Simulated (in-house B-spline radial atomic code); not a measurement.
Radial electron density of Tl⁴⁺, [Xe] 4f14 5d8 7s1. Level of theory: Dirac-Hartree-Fock, average of configuration, Fermi nucleus of rms radius 5.4759 fm; calculated with a radial B-spline atomic code at the basis-set limit.

Columns: r (bohr), 4πr²n(r) (electrons per bohr), bar.

```
0.000497     4.16 #
0.000627    5.952 ##
0.000792    8.475 ##
   0.001    11.96 ###
 0.00126    16.68 #####
 0.00159    23.03 #######
 0.00201    31.42 #########
 0.00254    42.08 ############
 0.00321    55.09 ################
 0.00405    69.98 ####################
 0.00512    85.98 #########################
 0.00646      101 #############################
 0.00815    112.6 #################################
  0.0103    118.2 ##################################
   0.013    116.7 ##################################
  0.0164    110.1 ################################
  0.0207    104.7 ##############################
  0.0262    108.7 ################################
   0.033    124.8 ####################################
  0.0417    144.8 ##########################################
  0.0527    151.2 ############################################
  0.0665    137.1 ########################################
  0.0839    120.5 ###################################
   0.106    126.2 #####################################
   0.134      142 #########################################
   0.169    128.9 ######################################
   0.213    92.16 ###########################
   0.269    80.39 #######################
    0.34    93.91 ###########################
   0.429    84.84 #########################
   0.542    52.18 ###############
   0.684    30.31 #########
   0.864    23.73 #######
    1.09    18.12 #####
    1.38    10.13 ###
    1.74    4.047 #
     2.2    1.024 
    2.77   0.2217 
     3.5   0.3363 
    4.42   0.3503 
    5.58   0.1371 
    7.04  0.01955 
    8.89 0.0008616 
    11.2 9.796e-06 
    14.2 1.671e-08
```

On this grid the curve has 5 maxima, near 0.0103, 0.0527, 0.134, 0.34, 4.42 bohr.

The 7s1/2 radial function P(r) = rR(r), positive near the nucleus, with its small component Q(r) (sign convention: Q ≈ (P' + κP/r)/2c):

```csv
r (bohr),P,Q
0.000247,0.006887,-0.002059
0.000394,0.009966,-0.003152
0.000627,0.01423,-0.00464
0.001,0.02004,-0.006685
0.00159,0.02753,-0.009406
0.00254,0.03653,-0.01293
0.00405,0.04542,-0.01704
0.00646,0.05023,-0.02103
0.0103,0.04322,-0.02318
0.0164,0.01466,-0.02064
0.0262,-0.03667,-0.01069
0.0417,-0.07677,0.004398
0.0665,-0.03459,0.01328
0.106,0.08594,0.004289
0.169,0.06571,-0.008851
0.269,-0.1383,-0.001981
0.429,-0.02469,0.006331
0.684,0.2404,-0.001132
1.09,-0.0887,-0.003531
1.74,-0.3682,0.001554
2.77,0.251,0.001966
4.42,0.5915,-0.0009576
7.04,0.1398,-0.0004615
11.2,0.00313,-1.263e-05
```
